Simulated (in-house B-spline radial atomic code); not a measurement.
Configurations of neutral indium, with energies counted from [Kr] 4d10 5s2 5p1. All numbers are computed (scalar-relativistic (X2C) Hartree-Fock, spin-polarised, averaged over the determinants with the given up and down occupations; Fermi nucleus of rms radius 4.6156 fm) with a B-spline radial code for spherical atoms, not measured. Shells without spins written out take the highest spin.

Occupations are held fixed; configurations that lie above the ionisation limit could autoionise.

```json
{"configuration": "[Kr] 4d10 5s2 5d1", "E - E(ref) (eV)": "3.6", "highest orbital": "5d up", "its <r> (bohr)": "10.22"}
{"configuration": "[Kr] 4d9 5s2 5p1 5d1", "E - E(ref) (eV)": "22.077", "highest orbital": "5d up", "its <r> (bohr)": "9.125"}
{"configuration": "[Ar] 3d10 4s2 4p5 4d10 5s2 5p1 6s1", "E - E(ref) (eV)": "89.553", "highest orbital": "6s up", "its <r> (bohr)": "7.625"}
{"configuration": "[Ar] 3d10 4s2 4p(3 up, 2 down) 4d10 5s2 5p(1 up, 0 down) 6d(0 up, 1 down)", "E - E(ref) (eV)": "91.459", "highest orbital": "6d down", "its <r> (bohr)": "20.4"}
{"configuration": "[Ar] 3d10 4s2 4p5 4d10 5s2 5p1 6f1", "E - E(ref) (eV)": "91.95", "highest orbital": "6f up", "its <r> (bohr)": "47.84"}
{"configuration": "[Ar] 3d(4 up, 5 down) 4s2 4p6 4d10 5s2 5p(1 up, 0 down) 6f(1 up, 0 down)", "E - E(ref) (eV)": "454.25", "highest orbital": "6f up", "its <r> (bohr)": "47.84"}
```

(1) Order these further configurations by energy, lowest first.
A. [Kr] 4d9 5s2 5p1 5f1
B. [Ar] 3d9 4s2 4p6 4d10 5s2 5p1 6d1
C. [Kr] 4d9 5s2 5p1 6s1
D. [Kr] 4d10 5s2 6p1
E. [Ar] 3d9 4s2 4p6 4d10 5s2 5p1 5f1

(2) How far above the reference does [Kr] 4d(4 up, 5 down) 5s2 5p(1 up, 0 down) 6p(0 up, 1 down) lie?

Answers

(1) D (3.4233 eV), C (20.946 eV), A (23.17 eV), B (453.71 eV), E (454.07 eV).

(2) 22.06 eV; its least bound orbital is 6p down with <r> = 10.72 bohr.
